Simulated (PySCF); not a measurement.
2-bromobut-1-en-3-yne (C4H3Br), SMILES C=C(C#C)Br.

Geometry: B3LYP-D3(BJ)/def2-SVP.

All values below come from PBE/def2-TZVP (PySCF).

Symmetry labels are those of the subgroup Cs that the program uses (full group Cs).

Computed valence orbital energies around the gap with their symmetry:
```json
[
 {"orbital": "HOMO−7", "symmetry": "A'", "energy (eV)": "-12.22"},
 {"orbital": "HOMO−6", "symmetry": "A'", "energy (eV)": "-11.41"},
 {"orbital": "HOMO−5", "symmetry": "A'", "energy (eV)": "-9.59"},
 {"orbital": "HOMO−4", "symmetry": "A\"", "energy (eV)": "-9.34"},
 {"orbital": "HOMO−3", "symmetry": "A'", "energy (eV)": "-7.51"},
 {"orbital": "HOMO−2", "symmetry": "A\"", "energy (eV)": "-7.26"},
 {"orbital": "HOMO−1", "symmetry": "A'", "energy (eV)": "-6.89"},
 {"orbital": "HOMO", "symmetry": "A\"", "energy (eV)": "-6.24"},
 {"orbital": "LUMO", "symmetry": "A\"", "energy (eV)": "-2.35"},
 {"orbital": "LUMO+1", "symmetry": "A'", "energy (eV)": "-1.78"},
 {"orbital": "LUMO+2", "symmetry": "A'", "energy (eV)": "0.35"},
 {"orbital": "LUMO+3", "symmetry": "A'", "energy (eV)": "1.20"}
]
```
